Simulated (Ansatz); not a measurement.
Ansatz (a program for electronic structure) input (RI-MP2/def2-QZVPPD):
A basis named .json is the Basis Set Exchange file of that set.

Ansatz 0.2 input:
```yaml
crystal:
  periodic: [false, false, false]
  atoms:
    - {symbol: I, position_ang: [-0.00000000, -0.00000000, -1.30342046]}
    - {symbol: I, position_ang: [0.00000000, 0.00000000, 1.30342046]}
basis:
  gaussian:
    orbitals: def2-QZVPPD.json
    fitting: {mean_field: def2-universal-jkfit, correlation: def2-QZVPPD-RIFIT.json}
total_charge: 1
magnetization: {spin_polarized: true, initial_magnetization: 1}
correlation: {method: mp2, electrons: outside_noble_gas}
```

End of the output:

```
integrals: 0.16 GiB planned
436 factors; integrals over basis functions are off by at most 9.5e-1 eV
584 factors; integrals over basis functions are off by at most 9.0e-1 eV
mean field: 0.56 GiB planned
mean field evaluation 1: about -16136.2746 eV, gradient 6.9e0 eV
mean field evaluation 2: about -16136.5724 eV, gradient 2.4e0 eV
mean field evaluation 4: about -16136.6276 eV, gradient 4.3e-1 eV
mean field evaluation 8: about -16136.6293 eV, gradient 1.2e-2 eV
mean field evaluation 16: about -16136.6393 eV, gradient 5.2e-1 eV
mean field evaluation 32: about -16136.3615 eV, gradient 2.5e0 eV
mean field evaluation 64: about -16136.6293 eV, gradient 1.2e-6 eV
mean field -16136.64278360 eV, -593.0106844880 hartree, gradient 6.3e-6 eV, S^2 0.772781; 11 other end points of the search recorded, 0 dependent functions left out
18 core orbitals not correlated
reference -16136.64278360 eV, -593.0106844880 hartree; 7, 6 occupied and 157, 158 virtual orbitals, 584 factors
second order -7.88744710 eV of doubles, -0.00000000 eV of singles
Total energy: -16144.53023070 eV, -593.3005428224 hartree
```
